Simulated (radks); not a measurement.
Question: These are the eigenvalues of the occupied orbitals of an atom or ion with whole-number occupations (eV). Calculated with a radial shooting solver on a logarithmic mesh with Libxc functionals: Dirac Kohn-Sham, LDA (Slater exchange, Perdew-Wang correlation), spin-unpolarised, spherical densities, finite nucleus; Fermi nuclear charge, rms radius of each element as measured or else 0.836 A^(1/3) + 0.57 fm.

orbital  eigenvalue
1s1/2     -39078.29
2s1/2     -6556.856
2p1/2     -6210.526
2p3/2     -5797.656
3s1/2     -1702.338
3p1/2     -1556.401
3p3/2     -1475.067
3d3/2     -1219.639
3d5/2     -1202.106
4s1/2     -618.3105
4p1/2     -562.4221
4p3/2     -542.3452
4d3/2     -449.0576

Which element is it, and in what charge state? The configuration may be excited. Open shells, if any, fill j = l - 1/2 first.

Answer: Z = 57, lanthanum, charge +17: La17+ in [Kr] 4d4. The list shows which subshells hold electrons but not how many an open one holds; the 1s level, -1436.1 hartree, gives Z - s = 53.6 by -(Z - s)^2/2, which with screening and relativity narrows Z to a few neighbours, and the depths of the outer levels then fix element, charge and occupations together.
